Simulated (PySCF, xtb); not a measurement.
fluoro(prop-1-en-2-yloxy)borinic acid (C3H6BFO2), SMILES C=C(C)OB(O)F.

GFN2-xTB (xtb 6.7.1) at its own geometry gives an orbital gap of 5.12 eV and a dipole moment of 0.35 D.

Coordinates come from a ωB97X-D3(BJ)/def2-SVP optimisation. Other conformers were not sampled.

### Question
What does ωB97X/def2-TZVP in PySCF give? (Estimate from the structure and the level; the computed values follow.)

### Answer
gap 11.92 eV (levels -9.37 and 2.55 eV), dipole 0.62 D.
